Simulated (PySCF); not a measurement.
# What each rung costs, and what it gives

Saddle point of SiH2OF2, closed shell (SiH₂OF₂ ([OH][SiH]([F])[F]) → SiF₂ + H₂O; bonds formed: O2–H3; bonds broken: Si1–O2, Si1–H3), PBE0-D4/def2-TZVP structure:

```
atom    x (Å)    y (Å)    z (Å)
 Si1  -0.4173   0.4092  -0.5466
  O2   0.9381  -0.3972   0.3542
  H3   0.8031  -0.6198  -0.8932
  F4  -1.6917  -0.1746   0.2281
  F5  -0.3370   1.9266  -0.0706
  H6   0.7049  -1.1442   0.9281
```

Barriers are electronic and count from the start structure reached by relaxing down the imaginary mode.

Computed with PySCF 2.14 with density fitting (its default auxiliary sets; JK sets also for MP2 and CCSD(T)) (basis: as named in each row); correlated methods freeze the cores. B3LYP uses VWN-RPA correlation. Extrapolation: Hartree–Fock as exp(−7.88 √X), correlation as X^−2.97.

Times are rough, for one single point on 4 threads of a shared host (Arm Neoverse V1).

The estimate by CCSD(T) at an estimated basis limit (MP2 extrapolated from triple and quadruple zeta, plus CCSD(T) − MP2 in triple zeta) is 353.8 kJ/mol.

| method | basis | time (s) | barrier (kJ/mol) | method less estimate |
| --- | --- | --- | --- | --- |
| HF | STO-3G | under 1 | 436.2 | 82.4 |
| B3LYP-D4 | 6-31G | 2 | 263.8 | -90.0 |
| PBE0-D4 | def2-SVP | 3 | 325.2 | -28.6 |
| MP2 | def2-QZVPP | 3 | 359.5 | 5.7 |
| PBE-D4 | def2-SVP | 3 | 286.7 | -67.1 |
| SPW92 | def2-TZVPP | 5 | 287.7 | -66.1 |
| BHLYP-D4 | def2-TZVPP | 7 | 380.3 | 26.5 |
| PBE0-D4 | def2-TZVPP | 7 | 335.9 | -17.9 |
| B3LYP-D4 | def2-TZVPP | 7 | 339.4 | -14.4 |
| CCSD(T) | def2-SVP | 8 | 353.5 | -0.3 |
| PBE-D4 | def2-TZVPP | 8 | 299.3 | -54.5 |
| r2SCAN-D4 | def2-TZVPP | 16 | 333.5 | -20.3 |
| wB97M-V | def2-TZVPP | 93 | 343.8 | -10.0 |
| CCSD(T) | def2-TZVPP | 180 | 357.3 | 3.5 |

All methods are single points on the PBE0-D4 structures.

No T1 diagnostic of these runs exceeds 0.015. The restricted Hartree–Fock reference is unstable towards an unrestricted one at one or more of these structures.

Losses and insertions of silylenes and their heavier kin drive the gas-phase chemistry of silicon and germanium vapour deposition.

Labels in which every atom is bracketed show which atoms are joined, not bond orders.
